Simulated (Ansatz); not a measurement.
sulfur monoxide (OS), triplet, geometry from GFN2-xTB; CCSD/6-31G* (Ansatz, a program for electronic structure).

The Ansatz input:
Ansatz 0.2 input:
```yaml
crystal:
  periodic: [false, false, false]
  atoms:
    - {symbol: O, position_ang: [-0.00000000, -0.00000000, -0.97801093]}
    - {symbol: S, position_ang: [0.00000000, 0.00000000, 0.48900547]}
basis:
  gaussian:
    orbitals: 6-31G*
magnetization: {spin_polarized: true, initial_magnetization: 2}
correlation: {method: ccsd}
```

**Question.** Write the output that Ansatz gives for this input, abridged.

**Answer.** 
```
Functional definition: HF
295 factors; integrals over basis functions are off by at most 7.6e-4 eV
mean field evaluation 1: about -12851.2863 eV, gradient 1.7e1 eV
mean field evaluation 2: about -12851.3249 eV, gradient 1.8e1 eV
mean field evaluation 4: about -12852.6517 eV, gradient 2.1e0 eV
mean field evaluation 8: about -12852.6908 eV, gradient 3.5e-1 eV
mean field evaluation 16: about -12852.6941 eV, gradient 1.1e-6 eV
mean field evaluation 32: about -12852.3635 eV, gradient 2.1e0 eV
mean field evaluation 64: about -12848.1427 eV, gradient 1.2e1 eV
mean field -12852.69408391 eV, -472.3277957147 hartree, gradient 1.1e-6 eV, S^2 2.035788; 4 other end points of the search recorded, 0 dependent functions left out
6 core orbitals not correlated
reference -12852.69408391 eV, -472.3277957147 hartree; 7, 5 occupied and 21, 23 virtual orbitals, 295 factors
second order -7.67498530 eV of doubles, -0.00000000 eV of singles
cycle   1  -7.67941055 eV  change   -4.4e-3 eV  update   7.5e-2
cycle   2  -7.93692726 eV  change   -2.6e-1 eV  update   2.2e-2
cycle   3  -7.99720636 eV  change   -6.0e-2 eV  update   1.0e-2
cycle   4  -7.99588873 eV  change    1.3e-3 eV  update   2.6e-3
cycle   5  -7.99629677 eV  change   -4.1e-4 eV  update   1.1e-3
cycle   6  -7.99626831 eV  change    2.8e-5 eV  update   3.9e-4
cycle   7  -7.99632577 eV  change   -5.7e-5 eV  update   1.1e-4
cycle   8  -7.99634562 eV  change   -2.0e-5 eV  update   3.1e-5
cycle   9  -7.99633886 eV  change    6.8e-6 eV  update   8.7e-6
Total energy: -12860.69042277 eV, -472.6216557478 hartree
```
